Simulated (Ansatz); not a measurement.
Input and output for CH₅F₂NSi₂ (`N=C(F)[SiH](F)[SiH3]`).

```yaml
crystal:
  periodic: [false, false, false]
  atoms:
    - {symbol: N, position_ang: [0.568694, 0.937221, 1.635136]}
    - {symbol: C, position_ang: [-0.562451, 0.345433, 1.437623]}
    - {symbol: F, position_ang: [-1.506664, 0.340639, 2.388461]}
    - {symbol: Si, position_ang: [-0.709067, -0.749018, -0.091621]}
    - {symbol: F, position_ang: [-2.184562, -0.505128, -0.640983]}
    - {symbol: Si, position_ang: [0.906544, -0.040903, -1.674278]}
    - {symbol: H, position_ang: [0.577498, 1.386578, 2.600430]}
    - {symbol: H, position_ang: [-0.650733, -2.122554, 0.273070]}
    - {symbol: H, position_ang: [0.805502, 1.447070, -1.858405]}
    - {symbol: H, position_ang: [0.639236, -0.730612, -2.921981]}
    - {symbol: H, position_ang: [2.238057, -0.424318, -1.121949]}
basis:
  gaussian: {orbitals: cc-pVTZ-DK}
hamiltonian: {xc: {name: PBE0-DH}}
scf: {lower_state_search: full}
output: {forces: true}
```

```sh
$ ansatz run in.yaml --threads 4 --pin off --events-out ev --progress --plain --max-ram 10444MiB
```

It prints (some lines left out):

```
Functional definition: PBE0-DH
1530 factors; integrals over basis functions are off by at most 1.0e-3 eV
mean field evaluation 1: about -23815.9226 eV, gradient 4.8e1 eV
mean field evaluation 2: about -23816.1035 eV, gradient 4.8e1 eV
mean field evaluation 4: about -23820.0537 eV, gradient 7.8e0 eV
mean field evaluation 8: about -23820.1855 eV, gradient 8.2e-1 eV
mean field evaluation 16: about -23820.1868 eV, gradient 3.7e-4 eV
mean field -23820.18683631 eV, -875.3757203320 hartree, gradient 3.1e-6 eV, S^2 0.000000; 0 other end points of the search recorded, 0 dependent functions left out
14 core orbitals not correlated: weight in the atoms' cores, before any rotation towards them, 1.000 or more for the frozen orbitals, at most 0.000 for the correlated occupied ones
reference -23820.18685882 eV, -875.3757211592 hartree; 18, 18 occupied and 226, 226 virtual orbitals, 1530 factors
second order -36.65628351 eV of doubles, -0.00000000 eV of singles
Total energy: -23824.76889426 eV, -875.5441078558 hartree
Relativity: scalar
Atom 0 at     0.568694     0.937221     1.635136 Å, force    -2.283150    -0.385348     0.993273 eV/Å
Atom 1 at    -0.562451     0.345433     1.437623 Å, force     2.731643     0.913989     1.068197 eV/Å
Atom 2 at    -1.506664     0.340639     2.388461 Å, force    -0.075583    -0.005720    -0.339560 eV/Å
Atom 3 at    -0.709067    -0.749018    -0.091621 Å, force     0.112021     1.432688    -0.621093 eV/Å
Atom 4 at    -2.184562    -0.505128    -0.640983 Å, force    -0.479690     0.010908    -0.281108 eV/Å
Atom 5 at     0.906544    -0.040903    -1.674278 Å, force    -0.031069     0.469763     1.035236 eV/Å
Atom 6 at     0.577498     1.386578     2.600430 Å, force    -0.029369    -0.671765    -1.555432 eV/Å
Atom 7 at    -0.650733    -2.122554     0.273070 Å, force     0.173635    -1.146655     0.443929 eV/Å
Atom 8 at     0.805502     1.447070    -1.858405 Å, force     0.044468    -0.412875     0.022762 eV/Å
Atom 9 at     0.639236    -0.730612    -2.921981 Å, force    -0.040943    -0.278961    -0.576893 eV/Å
Atom 10 at     2.238057    -0.424318    -1.121949 Å, force    -0.121963     0.073975    -0.189310 eV/Å
Dipole moment:     0.202835    -0.096066     0.030530 e Å
```

Hardware: 4 threads of an Intel Xeon on a shared host. Wall time 12 s, peak host memory 0.88 GiB.
